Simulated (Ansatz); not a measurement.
Job for Ansatz (a first-principles code): R-CCSD(T)/def2-SVP on H2OSTe (SMILES O[Te]S), a point of a torsion scan. Elements past Kr take the def2 small-core potentials; no spin–orbit coupling. The run froze 15 orbitals, filled d shells among them.

Ansatz 0.2 input:
```yaml
crystal:
  periodic: [false, false, false]
  atoms:
    - {symbol: O, position_ang: [-1.28119853, 0.49532364, -0.15113141]}
    - {symbol: Te, position_ang: [-0.07003092, -0.76408298, -1.14873344]}
    - {symbol: S, position_ang: [1.87190447, 0.01944085, -0.07121613]}
    - {symbol: H, position_ang: [-2.14515705, 0.09991267, -0.04587259]}
    - {symbol: H, position_ang: [2.08943375, 1.09964509, -0.81536979]}
basis:
  gaussian:
    orbitals: def2-SVP
magnetization: {spin_polarized: false}
correlation: {method: ccsd_t, electrons: outside_noble_gas}
scf: {lower_state_search: off}
```

The log:

```
WARN ansatz: RAYON_NUM_THREADS=1 ignored (pool sized by the plan → 1); use --threads N
Functional definition: HF
these checks for a lower state are left out or cut short: stability, starts, cluster_reference, orbital_swaps, neighbouring_geometries, increment
integrals: 0.04 GiB planned
727 factors; integrals over basis functions are off by at most 5.5e-4 eV
mean field: 0.16 GiB planned
mean field evaluation 1: about -20143.1944 eV, gradient 3.3e1 eV
mean field evaluation 2: about -20143.3222 eV, gradient 3.3e1 eV
mean field evaluation 4: about -20145.7066 eV, gradient 2.5e0 eV
mean field evaluation 8: about -20145.7436 eV, gradient 1.9e-1 eV
mean field -20145.74399189 eV, -740.3424364263 hartree, gradient 2.5e-6 eV, S^2 0.000000; 0 other end points of the search recorded, 0 dependent functions left out
15 core orbitals not correlated
reference -20145.74399189 eV, -740.3424364263 hartree; 10, 10 occupied and 43, 43 virtual orbitals, 727 factors
second order -11.40876659 eV of doubles, -0.00000000 eV of singles
coupled cluster: 0.12 GiB planned
cycle   1  -11.81839256 eV  change   -4.1e-1 eV  update   9.2e-2
cycle   2  -12.14423418 eV  change   -3.3e-1 eV  update   3.0e-2
cycle   3  -12.23784499 eV  change   -9.4e-2 eV  update   1.8e-2
cycle   4  -12.23526449 eV  change    2.6e-3 eV  update   5.0e-3
cycle   5  -12.23431089 eV  change    9.5e-4 eV  update   2.7e-3
cycle   6  -12.23449420 eV  change   -1.8e-4 eV  update   1.0e-3
cycle   7  -12.23404629 eV  change    4.5e-4 eV  update   3.9e-4
cycle   8  -12.23399175 eV  change    5.5e-5 eV  update   1.5e-4
cycle   9  -12.23403919 eV  change   -4.7e-5 eV  update   7.7e-5
cycle  10  -12.23402193 eV  change    1.7e-5 eV  update   3.3e-5
cycle  11  -12.23402745 eV  change   -5.5e-6 eV  update   1.7e-5
perturbative correction -0.34380225 eV, -0.0126344997 hartree
Total energy: -20158.32182159 eV, -740.8046631423 hartree
Checks for a lower state left out: stability, starts, cluster_reference, orbital_swaps, neighbouring_geometries, increment
```

Self-consistency was reached.

Cost: roughly 2.1 core-seconds.
